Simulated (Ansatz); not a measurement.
`C=[C]([AlH2])[GeH3]` + `C[SiH2]BN` → `C[SiH2]B[NH][AlH2]` + `C=[CH][GeH3]`  (ligand exchange at the Al–C bond)

Isolated molecules relaxed with PBE0-D4/def2-TZVP in Ansatz; ΔE leaves out vibrations. CCSD(T)/CBS adds triple-zeta CCSD(T) − MP2 to the extrapolated MP2 energy (def2 sets, frozen cores). DFT in def2-TZVPP. For Ge outer-core shells are correlated without core-valence functions, which leaves a few kJ/mol of doubt a bond. Scalar relativity is left out up to krypton. One conformer a species, not always the lowest.

(1) Is it downhill or uphill in electronic energy at CCSD(T)/CBS, and by how much? (Best estimate.)

(2) What do these levels give: PBE-D4, r2SCAN-D4, PBE0-D4, ωB97X-V, ωB97M-V, B2PLYP, PBE, r2SCAN, PBE0, CCSD(T)/def2-TZVPP, SCS-MP2/def2-QZVPP, MP2/CBS(def2)? (An estimate is asked.)

Largest T1 diagnostic among the species: 0.012.

## Answers

(1) Computed: Downhill: ΔE = -13.9 kcal/mol.

(2) Ansatz gave: PBE-D4 -12.2, r2SCAN-D4 -13.6, PBE0-D4 -12.7, ωB97X-V -13.8, ωB97M-V -13.7, B2PLYP -13.9, PBE -12.0, r2SCAN -13.5, PBE0 -12.5, CCSD(T)/def2-TZVPP -13.9, SCS-MP2/def2-QZVPP -14.2, MP2/CBS(def2) -13.7 kcal/mol.

In def2-TZVPP, CCSD(T) changes the Hartree–Fock value by +1.0 kcal/mol (the triples alone add +0.3 kcal/mol) and MP2 by +1.2 kcal/mol.
